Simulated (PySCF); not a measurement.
**How methods differ on the ionisation energy of Cd²⁵⁺**

Cd²⁵⁺ [Ar] 3d5 (6S) → Cd²⁶⁺ [Ar] 3d4 (5D), as a difference of total energies. Calculation: PySCF 2.14, in an uncontracted even-tempered set (17 s from 2.9 bohr⁻², ratio 2.5; 11 p from 3.8 bohr⁻², ratio 2.5; 8 d from 3.8 bohr⁻², ratio 2.5; 4 f from 16 bohr⁻², ratio 2.7; 3 g from 24 bohr⁻², ratio 2.7); no relativity, point nucleus. Correlated levels: outer shells: [Ne] frozen; virtual orbitals above 40 to 60 times the deepest correlated orbital energy dropped. The calculations carry no spin-orbit coupling.

| method | ionisation energy (eV) |
| --- | --- |
| UHF | 1331.9 |
| LDA | 1330.8 |
| PBE | 1330.2 |
| PBE0 | 1331.1 |
| r2SCAN | 1331.5 |
| PW91 | 1330.5 |
| BHandHLYP | 1331.6 |
| MP2 (outer shells) | 1332.4 |
| SCS-MP2 (outer shells) | 1331.9 |

A first-order spin-orbit estimate (lowest level to lowest level, LS coupling) adds -4.972 eV.

All relativistic terms are absent from these numbers, so their closeness to the reference says little about the methods.

For comparison: 1320 ± 4 eV (theoretical estimate listed by NIST; NIST Atomic Spectra Database, ionization energies).
